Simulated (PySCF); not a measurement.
IZn, charge +1. Atoms are numbered in the order given.

```xyz
2

Zn     0.0000     0.0000    -1.5112
I      0.0000     0.0000     0.8554
```
Charge +1, spin multiplicity 1.

The structure is a stationary point at r2SCAN-D4/def2-TZVP. The multiplicity is an assumed one; other spin states were not compared. The def2 effective core potentials stand for the cores of I; spin–orbit coupling is left out.

Level of theory: r2SCAN-D4/def2-TZVP in PySCF 2.14.0.

Frequencies are harmonic and unscaled.

Computed normal modes with their intensities:
| mode | ν (cm⁻¹) | IR (km/mol) | moving atoms (share of kinetic energy) |
|---|---|---|---|
| 1 | 278 | 7.7 | Zn 66 %, I 34 % |
